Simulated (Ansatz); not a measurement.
Basis-set extrapolation for CH$_{9}$BN$_{2}$Si (`BN(C)[SiH2]N`) (PBE0-D4/def2-TZVP geometry, frozen core, the Gaussian-basis code of Ansatz). Multiplicity 1, RHF reference.

```
                      def2-TZVPP   def2-QZVPP
                 HF  -465.787602  -465.805865
    MP2 correlation    -0.831991    -0.888827
CCSD(T) correlation    -0.918257      not run
```

Energies in hartree. Use E(X) = E(∞) + A·exp(−7.88·√X) for Hartree–Fock and E(X) = E(∞) + B·X^(−2.97) for correlation, with X = 3 and 4, and add CCSD(T) minus MP2 of the smaller set to the MP2 limit.

What is the CCSD(T) energy at the basis-set limit?

HF limit: -465.805865 + (-0.018263) × 0.13774 = -465.80838. MP2 limit: -0.888827 + (-0.056836) × 0.74074 = -0.93093. Higher-order term: -0.918257 − (-0.831991) = -0.08627. Total: -466.82558 hartree, 314.3 kJ/mol below CCSD(T)/def2-TZVPP.
